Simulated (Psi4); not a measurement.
Psi4 input (wB97X-D/6-31G*):

```
memory 1500 MB

molecule {
1 2
O     1.72672300   -0.86871500   -0.67641100
C     1.18174900    0.10347800   -0.25439100
C    -0.31702500    0.12818000    0.11483300
F    -0.44622200    0.46472800    1.41214200
F    -0.91571300   -1.03781800   -0.08897600
F    -0.93666200    1.07162700   -0.61928200
H     1.68524700    1.07293500   -0.08631900
symmetry c1
no_reorient
no_com
}

set {
  basis 6-31G*
  reference uks
  scf_type pk
  dft_radial_points 99
  dft_spherical_points 590
  e_convergence 1e-8
  d_convergence 1e-7
  maxiter 150
}

e = energy('wb97x-d')
print_out(f'\nFINAL {e:.10f} DIPOLE {variable("CURRENT DIPOLE")[0]:.6f} {variable("CURRENT DIPOLE")[1]:.6f} {variable("CURRENT DIPOLE")[2]:.6f}\n')
```

Output:

```
   => Loading Basis Set <=

    Name: 6-31G*
    Role: ORBITAL
    Keyword: BASIS
    atoms 1   entry O          line   145 file 6-31gs.gbs
    atoms 2-3 entry C          line   111 file 6-31gs.gbs
    atoms 4-6 entry F          line   162 file 6-31gs.gbs
    atoms 7   entry H          line    44 file 6-31gs.gbs

   => WB97X-D: Empirical Dispersion <=

    Chai and Head-Gordon Dispersion Correction
    Chai, J.-D.; Head-Gordon, M. (2010), J. Chem. Phys., 132: 6615-6620

        s6 =       1.000000

         ---------------------------------------------------------
                                   SCF
               by Justin Turney, Rob Parrish, Andy Simmonett
                          and Daniel G. A. Smith
                              UKS Reference
         ---------------------------------------------------------

  ==> Geometry <==

    Molecular point group: c1
    Full point group: C1

    Geometry (in Angstrom), charge = 1, multiplicity = 2:

       Center              X                  Y                   Z               Mass
    ------------   -----------------  -----------------  -----------------  -----------------
         O            1.726723000000    -0.868715000000    -0.676411000000    15.994914619570
         C            1.181749000000     0.103478000000    -0.254391000000    12.000000000000
         C           -0.317025000000     0.128180000000     0.114833000000    12.000000000000
         F           -0.446222000000     0.464728000000     1.412142000000    18.998403162730
         F           -0.915713000000    -1.037818000000    -0.088976000000    18.998403162730
         F           -0.936662000000     1.071627000000    -0.619282000000    18.998403162730
         H            1.685247000000     1.072935000000    -0.086319000000     1.007825032230

  Running in c1 symmetry.

  Rotational constants: A =      0.18127  B =      0.09893  C =      0.09720 [cm^-1]
  Rotational constants: A =   5434.21861  B =   2965.75043  C =   2913.90925 [MHz]
  Nuclear repulsion =  252.017526615329615

  Charge       = 1
  Multiplicity = 2
  Electrons    = 47
  Nalpha       = 24
  Nbeta        = 23

  ==> Algorithm <==

  SCF Algorithm Type is PK.
  DIIS enabled.
  MOM disabled.
  Fractional occupation disabled.
  Guess Type is SAD.
[...]
      61A      1.549422    62A      1.662324    63A      1.671491
      64A      1.697128    65A      1.699250    66A      1.724927
      67A      1.751637    68A      1.804762    69A      1.826098
      70A      1.862222    71A      1.868816    72A      1.908268
      73A      1.923493    74A      1.995327    75A      2.164849
      76A      2.197684    77A      2.275929    78A      2.286504
      79A      2.432689    80A      2.587791    81A      2.596546
      82A      2.661389    83A      2.728390    84A      2.863768
      85A      2.885975    86A      2.890098    87A      3.492790
      88A      3.833464    89A      4.119220    90A      4.266160
      91A      4.561812    92A      5.162316

    Beta Occupied:

       1A    -25.118222     2A    -25.118222     3A    -25.115665
       4A    -19.728965     5A    -10.845855     6A    -10.770490
       7A     -1.671619     8A     -1.581046     9A     -1.576542
      10A     -1.553143    11A     -1.139528    12A     -1.011268
      13A     -0.951753    14A     -0.935174    15A     -0.934104
      16A     -0.900030    17A     -0.857653    18A     -0.795053
      19A     -0.793595    20A     -0.768778    21A     -0.758771
      22A     -0.758277    23A     -0.737791

    Beta Virtual:

      24A     -0.448739    25A     -0.309679    26A     -0.069245
      27A     -0.045791    28A      0.015064    29A      0.046135
      30A      0.052558    31A      0.117347    32A      0.309784
      33A      0.321526    34A      0.363411    35A      0.396451
      36A      0.421498    37A      0.428643    38A      0.556049
      39A      0.617931    40A      0.659921    41A      0.721234
      42A      0.731607    43A      0.836353    44A      0.912799
      45A      0.936193    46A      0.939962    47A      1.030966
      48A      1.134964    49A      1.180568    50A      1.184460
      51A      1.199601    52A      1.204223    53A      1.207562
      54A      1.234968    55A      1.239490    56A      1.261198
      57A      1.401975    58A      1.416825    59A      1.483019
      60A      1.500769    61A      1.560251    62A      1.672119
      63A      1.680934    64A      1.704183    65A      1.706396
      66A      1.732412    67A      1.763816    68A      1.806769
      69A      1.828526    70A      1.864662    71A      1.875249
      72A      1.908443    73A      1.925965    74A      2.001329
      75A      2.166100    76A      2.202433    77A      2.278811
      78A      2.298299    79A      2.441320    80A      2.592457
      81A      2.600302    82A      2.674978    83A      2.736977
      84A      2.866388    85A      2.888439    86A      2.894321
      87A      3.517625    88A      3.835190    89A      4.120475
      90A      4.270368    91A      4.566192    92A      5.163802

    Final Occupation by Irrep:
              A
    DOCC [    23 ]
    SOCC [     1 ]
    NA   [    24 ]
    NB   [    23 ]

  @UKS Final Energy:  -450.99429461008526

   => Energetics <=

    Nuclear Repulsion Energy =            252.0175266153296150
    One-Electron Energy =               -1111.7029173465034546
    Two-Electron Energy =                 444.4698430707674675
    DFT Exchange-Correlation Energy =     -35.7772873277218793
    Empirical Dispersion Energy =          -0.0014596219570407
    VV10 Nonlocal Energy =                  0.0000000000000000
    Total Energy =                       -450.9942946100852623

  UHF NO Occupations:
  HONO-2 :   22  A 1.9982702
  HONO-1 :   23  A 1.9981252
  HONO-0 :   24  A 1.0000000
  LUNO+0 :   25  A 0.0018748
  LUNO+1 :   26  A 0.0017298
  LUNO+2 :   27  A 0.0002985
  LUNO+3 :   28  A 0.0002671

Computation Completed

Properties will be evaluated at   0.000000,   0.000000,   0.000000 [a0]

Properties computed using the SCF density matrix

 Multipole Moments:

 ------------------------------------------------------------------------------------
     Multipole            Electronic (a.u.)      Nuclear  (a.u.)        Total (a.u.)
 ------------------------------------------------------------------------------------

 L = 1.  Multiply by 2.5417464519 to convert [e a0] to [Debye]
 Dipole X            :          1.9565252            0.0000038            1.9565289
 Dipole Y            :          0.4410645           -0.0000076            0.4410570
 Dipole Z            :         -0.3405921            0.0000019           -0.3405902
 Magnitude           :                                                    2.0343398

 ------------------------------------------------------------------------------------

FINAL -450.9942946101 DIPOLE 1.956529 0.441057 -0.340590

*** Psi4 exiting successfully. Buy a developer a beer!
```

The dipole moment of an ion depends on the origin.

The geometry given is a B3LYP-D3(BJ)/def2-TZVP minimum of the species of charge 0 and multiplicity 1, not of this state.
